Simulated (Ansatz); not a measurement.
Mg11MnS11Br2, relaxed as a sextet with UKS PBE-D4/def2-SVP in Ansatz, starting from the GFN1-xTB geometry. Force threshold 0.03 eV/Å.

Single mean-field runs in def2-SVP are fitted with def2-universal-jkfit.

Start:

Cartesian coordinates in Å:
```
S -0.3038 -4.7461 -1.1124
S -3.7246 -2.3856 -2.1423
S 3.1797 -2.1396 -1.9896
S 3.4742 1.3753 -1.3992
S -0.5352 -0.6969 -1.6647
S -2.3192 -1.5989 1.1273
S 1.2956 -0.0001 1.0450
S -1.5634 1.6028 1.7965
S -3.8067 1.2272 -1.2056
S 1.8922 3.1433 2.5136
S -0.2529 -0.2180 4.8132
Mg 1.5561 -3.6750 -1.6516
Mg -2.7210 -0.2269 -2.8580
Mg -1.6915 -2.9578 -1.0382
Mg -4.0956 -0.9558 -0.3637
Mg 1.8260 -0.3663 -1.3820
Mg 4.8636 -0.4859 -1.9357
Mg 2.7245 1.9511 0.6688
Mg -3.2741 2.7698 0.4214
Mg -0.1843 3.5436 1.6503
Mn -0.8065 -0.0404 0.4410
Mg -1.7641 -0.6082 3.2036
Mg 0.8292 1.0241 3.2448
Br 7.1384 -0.5991 -2.6007
Br -1.7369 5.0634 0.4181
```

(1) Estimate the energy that the relaxation releases and the steps that it takes.

(2) Does the start keep its bonding and symmetry?

(3) Predict the relaxed structure.

Answers

(1) 4.00 eV, in 43 steps; 5.6 min on 2 threads of AMD EPYC 7R13 on a shared host and a share (18 GiB) of an NVIDIA H100 80GB HBM3. The force fell under the threshold at step 41, but the optimiser went on. No frequencies were taken in this run, so the end may be a saddle point.

(2) Bonds lost: S5–Mg14, S6–Mn21 (atoms count from 1). Bonds formed: S1–Mn21, S5–Mg19, S7–Mg12, Mg18–Br24 (atoms count from 1). Metal–metal contacts that move far: Mg12–Mn21 4.81 to 3.03 Å, Mg13–Mg19 4.48 to 3.19 Å, Mg17–Mg18 4.16 to 3.03 Å, Mg19–Mn21 3.74 to 3.17 Å.

(3) 
Cartesian coordinates in Å:
```
S -0.285 -2.938 0.273
S -4.058 -2.430 -1.820
S 2.907 -1.678 -2.828
S 3.445 2.075 -1.960
S -0.793 0.537 -2.206
S -3.677 -2.090 1.909
S 1.975 -0.334 0.379
S -1.330 1.075 1.530
S -4.344 1.254 -1.274
S 2.346 2.570 2.432
S 0.257 -1.178 4.233
Mg 1.789 -2.448 -0.865
Mg -3.024 -0.403 -2.519
Mg -2.635 -3.141 -0.037
Mg -4.492 -0.776 0.051
Mg 1.665 0.469 -2.240
Mg 4.447 -0.149 -1.722
Mg 3.496 1.715 0.465
Mg -2.172 2.027 -0.632
Mg 0.326 2.881 1.259
Mn -0.404 -0.533 -0.013
Mg -1.567 -1.274 2.800
Mg 1.298 0.313 2.792
Br 5.709 0.181 0.452
Br -0.881 4.273 -0.460
```
Bond lengths (bridged metal pairs left out): 32 × Mg–S 2.32 to 2.76 Å; 4 × Mn–S 2.41 to 2.47 Å; 4 × Br–Mg 2.52 to 2.69 Å.
